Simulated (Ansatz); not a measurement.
`C[Si](O)([SiH3])Cl` + `[OH][InH2]` → `[SiH3][O][InH2]` + `C[SiH](O)Cl` at 500 K and 1 bar (cleavage of the Si–Si bond).

Computed with Ansatz on PBE0-D4/def2-TZVP structures; ΔE is electronic, products minus reactants. CCSD(T)/CBS is the MP2 limit (def2-TZVPP, def2-QZVPP) plus CCSD(T) − MP2 in def2-TZVPP, frozen cores. Elements past krypton have def2 core potentials. For In outer-core shells are correlated without core-valence functions, which leaves a few kJ/mol of doubt a bond. Each species was taken in one conformer, which may not be the lowest.

```
             species  CCSD(T)/CBS energy (Eh)  H − E (kJ/mol)  S (J/(mol·K))
`C[Si](O)([SiH3])Cl`              -1155.49045           263.4          471.4
        `[OH][InH2]`               -266.78179            92.5          311.9
   `[SiH3][O][InH2]`               -557.10255           148.2          400.0
       `C[SiH](O)Cl`               -865.21254           203.2          385.0
```

H − E and S are ideal-gas, rigid-rotor, harmonic terms from PBE0-D4/def2-TZVP, for one conformer and one mirror image of each species. 1 Eh = 2625.50 kJ/mol, R = 8.31446 J/(mol·K).

Q: By hand: ΔE, ΔH, ΔS and ΔG.

A: ΔE = (-557.10255) + (-865.21254) − (-1155.49045) − (-266.78179) = -0.04285 Eh = -112.5 kJ/mol. Δ(H − E) = 148.2 + 203.2 − 263.4 − 92.5 = -4.5, so ΔH = -117.0 kJ/mol. ΔS = 400.0 + 385.0 − 471.4 − 311.9 = 1.7 J/(mol·K). ΔG = -117.0 − 500 × (1.7)/1000 = -117.8 kJ/mol.

Q: By hand: the equilibrium constant, and the temperature at which ΔG would vanish if ΔH and ΔS stayed fixed.

A: log₁₀ K = −ΔG/(RT ln 10) = 12.3. ΔH and −TΔS have one sign here, so there is no such temperature. One of them is within its doubt of zero, so this could turn.

The number of gas molecules stays the same, so ΔS is small and ΔH decides. A doubt of 5 kJ/mol in ΔE shifts log₁₀ K by 0.5 here. Other conformers and mirror images would add mixing entropy, several J/(mol·K) or more a flexible species. Modes under 60 cm⁻¹, often nearly free rotors, make the harmonic entropy too high. These are equilibria of isolated gas molecules and say nothing of rates. Largest T1 diagnostic: 0.017 (customary marks: 0.02 for closed shells, 0.045 for open ones).
